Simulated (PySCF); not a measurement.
**Worked example: chemical shift, span and skew from a shielding tensor**

(3Z)-hexa-1,3-dien-5-yne (C6H6), SMILES C#C/C=C\C=C. Atoms are numbered in the order given.

```xyz
12

C     -0.8625     2.5716     0.0000
C      0.0081     1.7228     0.0000
C      1.0501     0.7559     0.0000
C      0.8645    -0.5885     0.0000
C     -0.4237    -1.2553     0.0000
C     -0.5727    -2.5916     0.0000
H     -1.6332     3.3187     0.0000
H      2.0733     1.1465     0.0000
H      1.7537    -1.2274     0.0000
H     -1.3082    -0.6094     0.0000
H      0.2933    -3.2613     0.0000
H     -1.5613    -3.0566     0.0000
```

Coordinates come from a B3LYP-D3(BJ)/def2-SVP optimisation. Other conformers were not sampled.

GIAO shieldings from PySCF with KT2/pcSseg-1, non-relativistic, no solvent. The symmetric part of the tensor of C6 has the principal values -30.8, 69.3, 155.3 ppm. The same nucleus in TMS has σ = 185.1 ppm at this level (PySCF, at its B3LYP-D3(BJ)/def2-TZVP geometry).

Q: Work out the isotropic shielding, the ¹³C shift against TMS, the span and the skew.

A: 
σ(iso) = (σ11 + σ22 + σ33)/3 = 64.6 ppm. δ = σ(ref) − σ(iso) = 185.1 − (64.6) = 120.5 ppm.
Span Ω = σ33 − σ11 = 186.1 ppm. Skew κ = 3(σ(iso) − σ22)/Ω = -0.08. Tumbling in solution averages the tensor to δ; in a static solid the shielding alone would spread this spin-1/2 line over Ω.
